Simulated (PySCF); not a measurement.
Si(NMe2)(SH) (C₂H₇NSSi), SMILES CN(C)[Si]S (connectivity only; charge and spin as stated), neutral, multiplicity 1. Atoms are numbered in the order given.

```xyz
12

Si     1.0764     0.2925     0.0000
N     -0.0658    -1.0193     0.0000
C     -1.5204    -0.9986     0.0000
C      0.4805    -2.3731     0.0000
H     -1.9182    -1.5142    -0.8931
H     -1.9182    -1.5142     0.8931
H     -1.8982     0.0325     0.0000
H      0.1525    -2.9341     0.8941
H      0.1525    -2.9341    -0.8941
H      1.5810    -2.3325     0.0000
S     -0.3244     1.9735     0.0000
H      0.6692     2.8903     0.0000
```

Coordinates come from a TPSSh-D3(BJ)/def2-SVP optimisation. The structure was generated by enumeration; whether it is a known compound was not checked. Other conformers were not sampled.

Vertical ionisation energy (IE) and electron affinity (EA) in eV. Rows of orbital energies are one-electron estimates. Where ΔSCF, EOM or ADC give a negative EA the extra electron is unbound and the value depends on the basis.

```csv
level,IE,EA
"−ε(HOMO), −ε(LUMO), r2SCAN/def2-TZVP (PySCF)",5.73,1.94
"−ε(HOMO), −ε(LUMO), PBE/def2-TZVP (PySCF)",5.53,2.02
```
